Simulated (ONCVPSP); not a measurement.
## Transferability test, ONCV potential for Zr (Z = 40)

zirconium, optimised norm-conserving Vanderbilt (ONCV), made with ONCVPSP 4.0.1 (PW91, fully relativistic). Core [Ar] 3d10, reference 4s2 4p6 4d2 5s1 (charge +1). Waves: 4s+5s: rc 1.65 bohr, ncon 3, nbas 6, qcut 6.5 1/bohr, 2 projectors; 4p: rc 1.90 bohr, ncon 4, nbas 9, qcut 7.7 1/bohr, 2 projectors, debl 3.1 Ha; 4d: rc 2.10 bohr, ncon 4, nbas 7, qcut 5.2 1/bohr, 2 projectors, debl 2.6 Ha. Local part: polynomial inside 1.30 bohr (lpopt 5, dvloc0 0 Ha). Core correction: Teter function, parameters optimised by the program.

Open shells are filled in proportion to 2j + 1.

Energies are relative to the spin-unpolarised reference configuration 4s2 4p6 4d2 5s1; without spin polarisation the order of configurations can differ from experiment.

```
valence configuration  charge  ΔE all-electron (eV)  error AE − PS (meV)
      4s2 4p6 4d2 5s2       0                -7.190                  -25
      4s2 4p6 4d2 5s0      +2                12.978                 -123
```

Task: What are ΔE and the potential's error for 4s2 4p6 4d1 5s2 5p1?

Result: ΔE = -4.176 eV all-electron; the error (AE − PS) is -76 meV.

Task: What are ΔE and the potential's error for 4s2 4p6 4d1 5s0?

Result: ΔE = 35.662 eV all-electron; the error (AE − PS) is -414 meV.

Levels in the configuration 4s2 4p6 4d1 5s2 5p1:

```tsv
level	all-electron (eV)	pseudo (eV)
4s j=1/2	-58.448	-58.469
4p j=3/2	-35.631	-35.703
4p j=1/2	-37.452	-37.515
4d j=5/2	-6.316	-6.406
4d j=3/2	-6.470	-6.561
5s j=1/2	-5.917	-5.895
5p j=3/2	-2.385	-2.367
5p j=1/2	-2.520	-2.502
```
